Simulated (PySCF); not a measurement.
Al(Cl)2(OMe) (CH3AlCl2O), SMILES [Al]([Cl])([O]C)[Cl]. Coordinates come from a PBE-D3(BJ)/def2-SVP optimisation. The structure was generated by enumeration; whether it is a known compound was not checked. The values are those of a single conformer.

Give the equilibrium geometry at PBE-D3(BJ)/def2-SVP (PySCF confirms it by a frequency run) as a Z-matrix, and its point group. (The exact figures need the calculation; the answer reports its results.)

One answer among several that fit: point group Cs.
```
O
C 1 1.4072
H 2 1.1123 1 110.15
H 2 1.1123 3 107.51 1 -120.04
H 2 1.1139 3 107.90 4 -116.13
Al 1 1.6950 2 135.95 3 120.79
Cl 6 2.0919 1 118.12 2 -180.00
Cl 6 2.1018 1 121.15 2 0.00
```
